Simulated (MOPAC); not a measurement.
A run for MOPAC: PM6 on TeP, 2S+1 = 2, a spin state set in the input, which need not be the lowest, a point of a bond scan (R = 2.075 Å).

```
PM6 1SCF PRECISE CHARGE=0 UHF MS=0.5 THREADS=1
PTe

P      0.00000000 1     0.00000000 1     0.00000000 1
Te     0.00000000 1     0.00000000 1     2.07458700 1
```

Program output:

```
*******************************************************************************
 **                                                                           **
 **                              MOPAC v23.2.5                                **
 **                                                                           **
 *******************************************************************************
 ** MOPAC's Digital Object Identifier: https://doi.org/10.5281/zenodo.6511958 **
 **                                                                           **
 ** Please cite the open-source release paper for use of this MOPAC version:  **
 ** J. E. Moussa and J. J. P. Stewart (2026)                                  **
 ** MOPAC: An open-source semiempirical molecular orbital program             **
 ** J. Open Source Softw., 11(119), 8025, https://doi.org/10.21105/joss.08025 **
 *******************************************************************************

                              PM6 CALCULATION RESULTS

 *******************************************************************************
 *  PM6        - The PM6 Hamiltonian to be used
 *  UHF        - UNRESTRICTED HARTREE-FOCK CALCULATION
 *
 *
 *
 *                 CHARGE ON SYSTEM = 0
 *
 *
 *
 *  MS=        - IN MECI, MAGNETIC COMPONENT OF SPIN =  0.5
 *  PRECISE    - TIGHTER CRITERIA TO BE USED
 *  1SCF       - DO 1 SCF AND THEN STOP
 *  THREADS=1  - MULTI-THREADING NOT USED
 *  T=         - A TIME OF 172800.0 SECONDS REQUESTED
 *  DUMP=N     - RESTART FILE WRITTEN EVERY 7200.0 SECONDS REQUESTED
 *******************************************************************************
PM6 1SCF PRECISE CHARGE=0 UHF MS=0.5 THREADS=1
 PTe

   ATOM   CHEMICAL          X               Y               Z
  NUMBER   SYMBOL      (ANGSTROMS)     (ANGSTROMS)     (ANGSTROMS)

     1       P          0.00000000  *   0.00000000  *   0.00000000  *
     2      Te          0.00000000  *   0.00000000  *   2.07458700  *



          CARTESIAN COORDINATES

    NO.       ATOM           X           Y           Z

     1         P          0.0000      0.0000      0.0000
     2        Te          0.0000      0.0000      2.0746

 General Reference for PM6:
 "Optimization of Parameters for Semiempirical Methods V: Modification of NDDO Approximations
 and Application to 70 Elements", J. J. P. Stewart, J. Mol. Mod., 13, 1173-1213 (2007)
 URL: https://link.springer.com/article/10.1007/s00894-007-0233-4

           Empirical Formula: P Te  =     2 atoms



      MOLECULAR POINT GROUP   :   C*v


          UHF CALCULATION, NO. OF ALPHA ELECTRONS =    6
                           NO. OF BETA  ELECTRONS =    5

 -------------------------------------------------------------------------------
 PM6 1SCF PRECISE CHARGE=0 UHF MS=0.5 THREADS=1
 PTe



     1SCF WAS SPECIFIED, SO BFGS WAS NOT USED
     SCF FIELD WAS ACHIEVED


                              PM6 CALCULATION
                                                       MOPAC v23.2.5 Linux




          FINAL HEAT OF FORMATION =         67.63136 KCAL/MOL =     282.96962 KJ/MOL


          COSMO AREA              =         94.02 SQUARE ANGSTROMS
          COSMO VOLUME            =         81.26 CUBIC ANGSTROMS

          IONIZATION POTENTIAL    =          7.592945 EV
          ALPHA SOMO LUMO (EV)    =         -7.593 -1.770
          BETA  SOMO LUMO (EV)    =         -9.549 -1.449
          NO. OF ALPHA ELECTRONS  =          6
          NO. OF BETA  ELECTRONS  =          5
          MOLECULAR WEIGHT        =        158.5738         POINT GROUP:  C*v

          MOLECULAR DIMENSIONS (Angstroms)

            Atom       Atom       Distance
           Te     2    P     1     2.07459
           Te     2    P     1     0.00000
            P     1   Te     2     0.00000


          SCF CALCULATIONS        =          1





   ATOM   CHEMICAL          X               Y               Z
  NUMBER   SYMBOL      (ANGSTROMS)     (ANGSTROMS)     (ANGSTROMS)

     1       P          0.00000000  *   0.00000000  *   0.00000000  *
     2      Te          0.00000000  *   0.00000000  *   2.07458700  *

                             CARTESIAN COORDINATES

   1    P        0.000000000     0.000000000     0.000000000
   2   Te        0.000000000     0.000000000     2.074587000


           Empirical Formula: P Te  =     2 atoms



      MOLECULAR POINT GROUP   :   C*v


          ALPHA EIGENVALUES
 -74.38612 -18.45412 -12.27032 -11.20526  -9.86259  -7.59294  -1.77020   1.83399
 136.17018 136.19096 136.19402 136.21502 137.37924


           BETA EIGENVALUES
 -73.12197 -17.99655 -11.01853 -10.56058  -9.54943  -1.44880  -0.90907   2.30553
 136.28374 136.71268 136.82392 136.84420 137.74375


              NET ATOMIC CHARGES AND DIPOLE CONTRIBUTIONS

  ATOM NO.   TYPE          CHARGE      No. of ELECS.   s-Pop       p-Pop       d-Pop
    1          P           0.022366        4.9776     1.75188     3.20256     0.02319
    2         Te          -0.022366        6.0224     1.92367     4.09869
 DIPOLE           X         Y         Z       TOTAL
 POINT-CHG.     0.000     0.000    -0.223     0.223
 HYBRID        -0.000     0.000     0.809     0.809
 SUM           -0.000     0.000     0.586     0.586


          ATOMIC ORBITAL ELECTRON POPULATIONS

     Atom    s        px        py        pz      x^2-y^2     xz        z^2       yz        xy
    1  P   1.75188   1.34179   0.78291   1.07786   0.00002   0.00328   0.01697   0.00292   0.00000
    2 Te   1.92367   1.65493   1.21417   1.22960


                    (SZ)    =    0.500000
                    (S**2)  =    0.752732


          ATOMIC ORBITAL SPIN POPULATIONS

    Atom   Total    s     px     py     pz   x^2-y^2  xz     z^2    yz     xy
         Atomic
    1  P  0.7164  0.009  0.658  0.048  0.002 -0.000  0.000 -0.000 -0.000 -0.000
    2 Te  0.2836  0.002  0.342 -0.048 -0.013

 **********************
 *                    *
 * JOB ENDED NORMALLY *
 *                    *
 **********************




 == MOPAC DONE ==
```

The run finished.

Cost: about 0.020 core-seconds (a rough figure).
